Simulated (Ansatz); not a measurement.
Consider the ligand exchange at a B–N bond: `BN[SiH]1CN1` + `CN[SiH2]N` → `BN(C)[SiH2]N` + `N[SiH]1CN1`.

Program: Ansatz. Geometries: PBE0-D4/def2-TZVP. ΔE: electronic, gas phase. CCSD(T)/CBS adds triple-zeta CCSD(T) − MP2 to the extrapolated MP2 energy (def2 sets, frozen cores). Functionals use def2-TZVPP. B3LYP here is the variant with VWN-RPA as its local correlation; programs differ in this. One conformer a species, not always the lowest.

(1) Is it downhill or uphill in electronic energy at CCSD(T)/CBS, and by how much? (An estimate is asked.)

(2) What do these levels give: PBE-D4, PBE0-D4, B3LYP-D4, ωB97M-V, PBE, B3LYP, MP2/def2-TZVPP, SCS-MP2/def2-TZVPP, CCSD(T)/def2-TZVPP, HF/def2-QZVPP, MP2/def2-QZVPP, CCSD/CBS(def2)? (Estimate.)

Largest T1 diagnostic among the species: 0.013.

Answers

(1) Ansatz gave: Downhill: ΔE = -6.0 kJ/mol.

(2) Computed: PBE-D4 -6.5, PBE0-D4 -5.2, B3LYP-D4 -5.1, ωB97M-V -6.2, PBE -4.1, B3LYP -1.2, MP2/def2-TZVPP -8.5, SCS-MP2/def2-TZVPP -6.1, CCSD(T)/def2-TZVPP -7.0, HF/def2-QZVPP 4.4, MP2/def2-QZVPP -7.8, CCSD/CBS(def2) -4.1 kJ/mol.

The D4 term adds −3.9 kJ/mol with B3LYP and −2.1 kJ/mol with PBE0; it sums over pairs of atoms, weighted by their polarisabilities, and B3LYP, whose exchange is more repulsive, gets the larger term. In def2-TZVPP, CCSD(T) changes the Hartree–Fock value by −11.1 kJ/mol (the triples alone add −1.9 kJ/mol) and MP2 by −12.5 kJ/mol.
